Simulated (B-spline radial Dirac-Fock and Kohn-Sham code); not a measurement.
**The L3 (2p3/2) hole of thallium ions: width and yield against charge**

Method: independent-particle radiative and Coulomb Auger rates from relativistic LDA hole-state orbitals, with Dirac-Fock energies. Computed with a radial atomic solver. Tabulated ground configurations, configuration averages; single configurations, so decays that open only by mixing (as 1s 2s² with 1s 2p² in Be-like ions) are missing and such tiny yields are far too low.

```
 ion           configuration  radiative (eV)  non-radiative (eV)  yield
  Tl  [Xe] 4f14 5d10 6s2 6p1            1.94                3.95  0.330
 Tl⁺      [Xe] 4f14 5d10 6s2            1.94                3.95  0.330
Tl²⁺      [Xe] 4f14 5d10 6s1            1.94                3.95  0.330
Tl³⁺          [Xe] 4f14 5d10            1.95                3.96  0.330
Tl⁴⁺           [Xe] 4f14 5d9            1.94                3.95  0.330
Tl⁵⁺           [Xe] 4f14 5d8            1.94                3.95  0.330
Tl⁶⁺           [Xe] 4f14 5d7            1.94                3.95  0.329
Tl⁷⁺           [Xe] 4f14 5d6            1.94                3.95  0.329
```
